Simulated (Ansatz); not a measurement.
Reaction (redistribution): `[CH3][Al]([OH])[Br]` + `F[CH2][AlH][Br]` → `[CH3][Al]([Br])[Br]` + `[OH][AlH][CH2]F`

Isolated molecules relaxed with PBE0-D4/def2-TZVP in Ansatz; ΔE leaves out vibrations. CCSD(T)/CBS adds triple-zeta CCSD(T) − MP2 to the extrapolated MP2 energy (def2 sets, frozen cores). Functionals use def2-TZVPP. For Br outer-core shells are correlated without core-valence functions, which leaves a few kJ/mol of doubt a bond. Scalar relativity is left out up to krypton. One conformer a species, not always the lowest.

```tsv
level	ΔE (kJ/mol)
CAM-B3LYP-D4	1.9
CCSD(T)/def2-TZVPP	1.9
```

(1) What does CCSD(T)/CBS give? (An estimate is asked.)

Largest T1 diagnostic among the species: 0.012.

## Answers

(1) Computed: +0.6 kJ/mol. The listed levels differ from it by 1.3, 1.3 kJ/mol.

Leaving LDA and LC-ωPBE aside and taking each functional with its dispersion term where it has one, the values, not all of them listed here, spread over 1.9 kJ/mol, from BLYP-D4 to r2SCAN-D4.
